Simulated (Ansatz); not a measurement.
Compare A (`CC(F)(F)CC(F)F`) with its isomer B (`CC(F)(F)C(F)CF`).

Gas-phase electronic energies from Ansatz, PBE0-D4/def2-TZVP geometries. CCSD(T)/CBS is the MP2 limit (def2-TZVPP, def2-QZVPP) plus CCSD(T) − MP2 in def2-TZVPP, frozen cores. Functionals use def2-TZVPP. B3LYP here is the variant with VWN-RPA as its local correlation; programs differ in this. Each species was taken in one conformer, which may not be the lowest.

A:

```xyz
14

C    -0.7888    0.2922    1.4726
C    -0.9458    0.2387   -0.0201
F    -1.5612   -0.9379   -0.3626
F    -1.8003    1.2328   -0.4073
C     0.3057    0.3784   -0.8647
C     1.2814   -0.7618   -0.7395
F     2.2550   -0.6161   -1.6731
F     1.8936   -0.7474    0.4761
H    -0.1655   -0.5290    1.8218
H    -0.3254    1.2348    1.7640
H    -1.7765    0.2209    1.9282
H    -0.0150    0.4310   -1.9072
H     0.8177    1.3099   -0.6155
H     0.8251   -1.7465   -0.8727
```

B:

```xyz
14

C    -1.590   -0.475   -0.161
C    -0.252   -0.455   -0.840
F     0.340   -1.683   -0.746
F    -0.424   -0.214   -2.167
C     0.756    0.566   -0.315
F     0.210    1.822   -0.461
C     1.134    0.342    1.125
F     2.234    1.108    1.435
H    -1.483   -0.774    0.882
H    -2.232   -1.191   -0.673
H    -2.040    0.516   -0.208
H     1.649    0.508   -0.946
H     1.383   -0.709    1.289
H     0.315    0.640    1.786
```

(1) Which is lower in electronic energy at CCSD(T)/CBS, and by how much? (An estimate is asked.)

(2) Give E(B) − E(A) in kJ/mol with r2SCAN-D4, B3LYP-D4, HF/def2-TZVPP, PBE0-D4, B2PLYP, B3LYP, CCSD/def2-TZVPP. (Estimate.)

(3) Does the order hold for the free energy at 298.15 K (harmonic terms from PBE0-D4)? (Estimate.)

Largest T1 diagnostic: 0.011.

Results:

(1) The calculation gave: A, by 47.6 kJ/mol.

(2) Ansatz gave: r2SCAN-D4 49.9, B3LYP-D4 46.0, HF/def2-TZVPP 47.5, PBE0-D4 48.9, B2PLYP 48.0, B3LYP 46.5, CCSD/def2-TZVPP 47.9. None reverses the order clearly.

(3) The calculation gave: Yes: G(B) − G(A) = +47.5 kJ/mol, for one conformer each. Modes under 60 cm⁻¹, often nearly free rotors, make the harmonic entropy too high.

At CCSD(T), def2-SVP lies +7.4 kJ/mol from the extrapolated value and def2-TZVPP +0.7 kJ/mol. Leaving LDA and LC-ωPBE aside and taking each functional with its dispersion term where it has one, the values, not all of them listed here, spread over 5.9 kJ/mol, from BLYP-D4 to PBE-QIDH. LDA lies +3.7 kJ/mol from PBE without D4.
